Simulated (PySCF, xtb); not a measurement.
Al(Cl)(NHMe)(OH) (CH₅AlClNO), SMILES [Al]([Cl])([NH]C)[OH].

GFN2-xTB in xtb at its own geometry gives an orbital gap of 3.27 eV and a dipole moment of 2.27 D.

Geometry: PBE-D3(BJ)/def2-SVP. The structure was generated by enumeration; whether it is a known compound was not checked. Other conformers were not sampled.

Q: What does r2SCAN/def2-TZVP (PySCF) give? (The exact figures need the calculation; the answer reports its results.)

A: gap 5.01 eV (levels -5.83 and -0.82 eV), dipole 0.81 D.
